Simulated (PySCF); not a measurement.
H₈N₂Si₂, SMILES N[SiH2][SiH2]N. Coordinates come from a PBE0-D3(BJ)/def2-SVP optimisation. One conformer was computed; it need not be the lowest.

Computed equilibrium geometry at PBE0-D3(BJ)/def2-SVP (PySCF confirms it by a frequency run) as bond lengths and angles (one conformer of several):
Atoms: Si1 N2 Si3 N4 H5 H6 H7 H8 H9 H10 H11 H12. Bond lengths (Å): Si1–N2 1.733, Si1–Si3 2.344, Si1–H5 1.498, Si1–H6 1.508, N2–H7 1.016, N2–H8 1.013, Si3–N4 1.752, Si3–H9 1.505, Si3–H10 1.496, N4–H11 1.016, N4–H12 1.016. Angles (°): N2–Si1–Si3 101.3, N2–Si1–H5 111.4, N2–Si1–H6 115.6, Si3–Si1–H5 113.2, Si3–Si1–H6 110.0, H5–Si1–H6 105.5, Si1–N2–H7 115.9, Si1–N2–H8 122.9, H7–N2–H8 112.1, Si1–Si3–N4 103.5, Si1–Si3–H9 112.7, Si1–Si3–H10 111.5, N4–Si3–H9 116.0, N4–Si3–H10 106.2, H9–Si3–H10 106.8, Si3–N4–H11 117.4, Si3–N4–H12 118.0, H11–N4–H12 109.4.
Charge 0, spin multiplicity 1.
